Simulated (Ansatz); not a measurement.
Species, as SMILES: Br (HBr).
Geometry (B3LYP-D3(BJ)/def2-TZVP, fixed):
```
Br
H 1 1.4248
```
Charge 0, spin multiplicity 1.

Basis-set convergence of the dipole moment at CCSD(T) with Ansatz (a first-principles code). Dipoles come from the density behind the forces; the sign is taken along the dipole that this method gives in the largest set. The reference of a correlated method is not its basis-set limit, which lies further on. Cartesian d functions, on some or all atoms, in 6-31G, 6-31G*; all else is spherical. Cores are frozen (with 3d on Ga to Br). No added dispersion term, no relativity. Reference: the value in aug-pcseg-3, 0.845 D, itself unsure by roughly 0.003 D (its mean distance from aug-cc-pVQZ, def2-QZVPPD). Deviations are taken from unrounded values.

| basis | functions | dipole moment (D) | minus reference (D) |
|---|---|---|---|
| 6-31G | 31 | 1.300 | 0.455 |
| pcseg-1 | 32 | 1.106 | 0.261 |
| 6-31G* | 37 | 1.146 | 0.301 |
| aug-cc-pVDZ | 45 | 0.866 | 0.021 |
| def2-SVPD | 49 | 0.850 | 0.005 |
| cc-pVTZ | 57 | 0.913 | 0.068 |
| pcseg-2 | 57 | 0.940 | 0.095 |
| def2-TZVPD | 66 | 0.850 | 0.005 |
| def2-TZVPPD | 74 | 0.824 | -0.021 |
| aug-cc-pVTZ | 82 | 0.822 | -0.023 |
| aug-pcseg-2 | 82 | 0.829 | -0.016 |
| cc-pVQZ | 98 | 0.883 | 0.038 |
| def2-QZVPP | 119 | 0.904 | 0.059 |
